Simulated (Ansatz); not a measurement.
`[NH2][Ga][OH]` radical, relaxed with UKS PBE0-D4/def2-TZVP in Ansatz 0.2.0 from a PBE-D4/def2-SVP geometry. The force threshold is 0.005 eV/Å; the program also tests the step.

The species carries charge 0 and has multiplicity 2.

Start:

```xyz
6

N    -1.098    0.307    0.063
Ga    0.474   -0.276    0.950
O     1.869   -0.750   -0.131
H    -1.859    0.580    0.699
H    -0.922    1.114   -0.557
H     1.537   -0.975   -1.024
```

Question: By how much does the energy fall, and how many steps does the optimiser take? (An estimate is asked.)

Answer: Ansatz gave: 3.96 kJ/mol, in 6 steps, 1 of them rejected.

Question: Which bonds change most? (An estimate is asked.)

Answer: Computed: N1–Ga2 from 1.897 to 1.856 Å; Ga2–O3 from 1.827 to 1.803 Å; N1–H5 from 1.032 to 1.013 Å; N1–H4 from 1.029 to 1.010 Å.

Question: Give the relaxed structure. (Best estimate.)

Answer: Ansatz gave: 
```xyz
6

N    -1.087    0.325    0.127
Ga    0.435   -0.349    0.947
O     1.822   -0.796   -0.113
H    -1.816    0.686    0.726
H    -0.939    0.967   -0.642
H     1.585   -0.833   -1.045
```
